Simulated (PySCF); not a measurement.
In(Cl)2(SeH) (Cl2HInSe), SMILES [Cl][In]([Cl])[SeH].

Geometry optimised at B3LYP-D3(BJ)/def2-SVP. The structure was generated by enumeration; whether it is a known compound was not checked. The def2 effective core potentials stand for the cores of In; spin–orbit coupling is left out. One conformer was computed; it need not be the lowest.

Calculation: PySCF with IEF-PCM-PBE0/def2-SVP.

The values are the electrostatic part of the solvation free energy, E(continuum) − E(gas) at the gas-phase geometry, in a cavity of scaled van der Waals radii (PySCF's table); cavitation and dispersion terms are not included. A continuum can't describe solvent molecules that bind to the metal. In vacuum the orbital gap is 5.12 eV. The dipole moment in vacuum is 2.15 D.

Computed values in water (ε = 78.36), methanol (ε = 32.61), 1-octanol (ε = 9.86):
```csv
solvent,ε,ΔG(elec) (kcal/mol),dipole (D),gap (eV)
water,78.36,-7.5,2.76,5.08
methanol,32.61,-7.3,2.75,5.08
1-octanol,9.86,-6.4,2.69,5.08
```
